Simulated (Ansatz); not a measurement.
Wavefunction ladder for CH5BN2, SMILES `NC1BN1`

```xyz
9

N    -0.108    0.158    1.437
C     0.246   -0.448    0.201
B    -0.677   -0.487   -1.052
N     0.378    0.349   -1.040
H    -0.919    0.756    1.364
H     0.651    0.681    1.855
H     1.027   -1.195    0.339
H    -1.615   -0.841   -1.685
H     1.016    1.027   -1.418
```

Total charge 0; spin multiplicity 1. The geometry is a stationary point of PBE0-D4/def2-TZVP. It is one conformer, not always the lowest. Frozen core, restricted reference, the Gaussian-basis code of Ansatz. CBS rows extrapolate triple and quadruple zeta.

```json
{"basis": "def2-TZVPP", "HF (Eh)": "-174.39151", "MP2 corr.": "-0.68555", "CCSD corr.": "-0.71067", "(T)": "-0.03049", "CCSD(T) total": "-175.13267"}
{"basis": "def2-QZVPP", "HF (Eh)": "-174.40007", "MP2 corr.": "-0.73252", "CCSD corr.": "-0.74930", "(T)": "-0.03372", "CCSD(T) total": "-175.18309"}
{"basis": "CBS(def2)", "HF (Eh)": "-174.40125", "MP2 corr.": "-0.76732", "CCSD corr.": "-0.77791", "(T)": "-0.03612", "CCSD(T) total": "-175.21528"}
```
